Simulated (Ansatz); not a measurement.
Geometry optimisation, UHF/def2-mTZVP in Ansatz 0.2.0.

The input (input.yaml):

```yaml
crystal:
  periodic: [false, false, false]
  atoms:
    - { symbol: Ge, position_ang: [0.000332, 0.0, -0.065375] }
    - { symbol: H, position_ang: [0.000139, 0.0, 1.478758] }
    - { symbol: H, position_ang: [1.443453, 0.0, -0.582503] }
    - { symbol: H, position_ang: [-0.721142, 1.249716, -0.582767] }
    - { symbol: H, position_ang: [-0.721142, -1.249716, -0.582767] }
    - { symbol: F, position_ang: [-3.9e-05, 0.0, 3.606054] }
magnetization:
  spin_polarized: true
  initial_magnetization: 1
basis:
  gaussian: { orbitals: def2-mTZVP }
hamiltonian:
  xc: hf
relax:
  f_tol: 0.03
  max_steps: 50
output:
  orbitals: {}
```

Launched with:

```bash
$ ansatz run input.yaml --threads 1 --pin off --max-ram 2048MiB --backend cpu --events-out ev --progress --plain --runs-dir out
```

**Question.** Where does it end, and by what steps?

**Answer.** The forces met the threshold. The force dipped under the threshold on the way, but the program's further checks kept it going. After 10 steps the energy has fallen by 0.064 eV; F6 moved furthest, 1.02 Å.

| step | energy less start (eV) | largest force component (eV/Å) | accepted |
| --- | --- | --- | --- |
| 0 | 0.0000 | 0.408 | yes |
| 1 | -0.0186 | 0.169 | yes |
| 2 | -0.0429 | 0.085 | yes |
| 3 | -0.0550 | 0.041 | yes |
| 4 | -0.0603 | 0.023 | yes |
| 5 | -0.0626 | 0.021 | yes |
| 6 | -0.0635 | 0.015 | yes |
| 7 | -0.0638 | 0.040 | yes |
| 8 | -0.0638 | 0.057 | no |
| 9 | -0.0640 | 0.031 | yes |
| 10 | -0.0640 | 0.005 | yes |

```xyz
6
Properties=species:S:1:pos:R:3
Ge 0.000 0.000 -0.273
H 0.000 0.000 1.261
H 1.447 0.000 -0.782
H -0.723 1.253 -0.782
H -0.723 -1.253 -0.782
F 0.000 0.000 4.630
```

The run took 21 s on 1 thread of Arm Neoverse V2, with other jobs on the host, peak memory 0.14 GiB.
